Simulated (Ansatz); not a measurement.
The cluster ZnO₂H₂. Charge 0, multiplicity 1. Geometry PBE-D4/def2-TZVP.

| atom | x (Å) | y (Å) | z (Å) |
| --- | --- | --- | --- |
| Zn1 | -0.1682 | 0.0621 | 0.0133 |
| O2 | -0.2667 | 0.4386 | -1.7231 |
| O3 | -0.2534 | -0.2412 | 1.7648 |
| H4 | 0.1189 | -0.2614 | -2.2755 |
| H5 | 0.5694 | 0.0020 | 2.2206 |

The structure comes from a short search, and lower isomers may exist.

(1) Estimate the orbital energies around the gap (eV) in Ansatz with HF/def2-TZVP, PBE-D4/def2-TZVP, PBE-D4/def2-TZVPD, r2SCAN-D4/def2-TZVPD, r2SCANh-D4/def2-TZVP.

## Answers

(1) 
```json
{"orbital": "HOMO−9", "HF/def2-TZVP": "-22.67", "PBE-D4/def2-TZVP": "-12.38", "PBE-D4/def2-TZVPD": "-12.47", "r2SCAN-D4/def2-TZVPD": "-12.83", "r2SCANh-D4/def2-TZVP": "-13.77"}
{"orbital": "HOMO−8", "HF/def2-TZVP": "-22.58", "PBE-D4/def2-TZVP": "-12.09", "PBE-D4/def2-TZVPD": "-12.17", "r2SCAN-D4/def2-TZVPD": "-12.52", "r2SCANh-D4/def2-TZVP": "-13.53"}
{"orbital": "HOMO−7", "HF/def2-TZVP": "-22.58", "PBE-D4/def2-TZVP": "-11.97", "PBE-D4/def2-TZVPD": "-12.05", "r2SCAN-D4/def2-TZVPD": "-12.41", "r2SCANh-D4/def2-TZVP": "-13.45"}
{"orbital": "HOMO−6", "HF/def2-TZVP": "-22.31", "PBE-D4/def2-TZVP": "-11.97", "PBE-D4/def2-TZVPD": "-12.05", "r2SCAN-D4/def2-TZVPD": "-12.40", "r2SCANh-D4/def2-TZVP": "-13.45"}
{"orbital": "HOMO−5", "HF/def2-TZVP": "-16.63", "PBE-D4/def2-TZVP": "-10.70", "PBE-D4/def2-TZVPD": "-10.79", "r2SCAN-D4/def2-TZVPD": "-11.12", "r2SCANh-D4/def2-TZVP": "-11.74"}
{"orbital": "HOMO−4", "HF/def2-TZVP": "-16.57", "PBE-D4/def2-TZVP": "-10.25", "PBE-D4/def2-TZVPD": "-10.34", "r2SCAN-D4/def2-TZVPD": "-10.64", "r2SCANh-D4/def2-TZVP": "-11.31"}
{"orbital": "HOMO−3", "HF/def2-TZVP": "-13.41", "PBE-D4/def2-TZVP": "-8.02", "PBE-D4/def2-TZVPD": "-8.13", "r2SCAN-D4/def2-TZVPD": "-8.35", "r2SCANh-D4/def2-TZVP": "-8.86"}
{"orbital": "HOMO−2", "HF/def2-TZVP": "-13.05", "PBE-D4/def2-TZVP": "-7.63", "PBE-D4/def2-TZVPD": "-7.75", "r2SCAN-D4/def2-TZVPD": "-8.01", "r2SCANh-D4/def2-TZVP": "-8.49"}
{"orbital": "HOMO−1", "HF/def2-TZVP": "-12.65", "PBE-D4/def2-TZVP": "-6.81", "PBE-D4/def2-TZVPD": "-6.93", "r2SCAN-D4/def2-TZVPD": "-7.22", "r2SCANh-D4/def2-TZVP": "-7.76"}
{"orbital": "HOMO", "HF/def2-TZVP": "-12.62", "PBE-D4/def2-TZVP": "-6.75", "PBE-D4/def2-TZVPD": "-6.86", "r2SCAN-D4/def2-TZVPD": "-7.16", "r2SCANh-D4/def2-TZVP": "-7.70"}
{"orbital": "LUMO", "HF/def2-TZVP": "1.43", "PBE-D4/def2-TZVP": "-2.04", "PBE-D4/def2-TZVPD": "-2.17", "r2SCAN-D4/def2-TZVPD": "-1.81", "r2SCANh-D4/def2-TZVP": "-1.39"}
{"orbital": "LUMO+1", "HF/def2-TZVP": "2.36", "PBE-D4/def2-TZVP": "-0.41", "PBE-D4/def2-TZVPD": "-0.61", "r2SCAN-D4/def2-TZVPD": "-0.16", "r2SCANh-D4/def2-TZVP": "0.26"}
{"orbital": "LUMO+2", "HF/def2-TZVP": "2.52", "PBE-D4/def2-TZVP": "-0.34", "PBE-D4/def2-TZVPD": "-0.50", "r2SCAN-D4/def2-TZVPD": "-0.08", "r2SCANh-D4/def2-TZVP": "0.33"}
{"orbital": "LUMO+3", "HF/def2-TZVP": "3.76", "PBE-D4/def2-TZVP": "0.49", "PBE-D4/def2-TZVPD": "-0.18", "r2SCAN-D4/def2-TZVPD": "0.39", "r2SCANh-D4/def2-TZVP": "1.51"}
{"orbital": "LUMO+4", "HF/def2-TZVP": "5.62", "PBE-D4/def2-TZVP": "1.81", "PBE-D4/def2-TZVPD": "0.83", "r2SCAN-D4/def2-TZVPD": "1.31", "r2SCANh-D4/def2-TZVP": "3.01"}
{"orbital": "LUMO+5", "HF/def2-TZVP": "6.65", "PBE-D4/def2-TZVP": "3.36", "PBE-D4/def2-TZVPD": "1.20", "r2SCAN-D4/def2-TZVPD": "1.48", "r2SCANh-D4/def2-TZVP": "4.32"}
```
